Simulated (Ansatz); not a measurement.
`O=C[SiH2]Br` + `[NH2][GaH2]` → `[NH2][GaH][SiH2]C=O` + HBr  (formal exchange of groups at the Si–Br bond)

Program: Ansatz. Geometries: PBE0-D4/def2-TZVP. ΔE: electronic, gas phase. CBS: MP2 limit from def2 TZ/QZ plus the TZ coupled-cluster correction, frozen cores. DFT in def2-TZVPP. B3LYP here is the variant with VWN-RPA as its local correlation; programs differ in this. For Br, Ga outer-core shells are correlated without core-valence functions, which leaves a few kJ/mol of doubt a bond. Scalar relativity is left out up to krypton. One conformer a species, not always the lowest.

| level | ΔE (kcal/mol) |
| --- | --- |
| PBE0-D4 | 14.7 |
| ωB97X-V | 17.3 |
| B3LYP | 16.1 |
| MP2/def2-TZVPP | 18.1 |
| CCSD/def2-TZVPP | 16.5 |
| HF/def2-QZVPP | 21.7 |
| MP2/def2-QZVPP | 18.6 |
| CCSD/CBS(def2) | 17.4 |

Q: What does CCSD(T)/CBS give? (An estimate is asked.)

A: Computed: +16.7 kcal/mol. The listed levels differ from it by -2.0, 0.6, -0.6, 1.4, -0.2, 5.0, 1.9, 0.7 kcal/mol.

Largest T1 diagnostic among the species: 0.016.

In def2-TZVPP, CCSD(T) changes the Hartree–Fock value by −5.6 kcal/mol (the triples alone add −0.7 kcal/mol) and MP2 by −3.4 kcal/mol. From PBE to PBE0 (25 % exact exchange), in def2-TZVPP and without D4, ΔE moves by +1.9 kcal/mol.
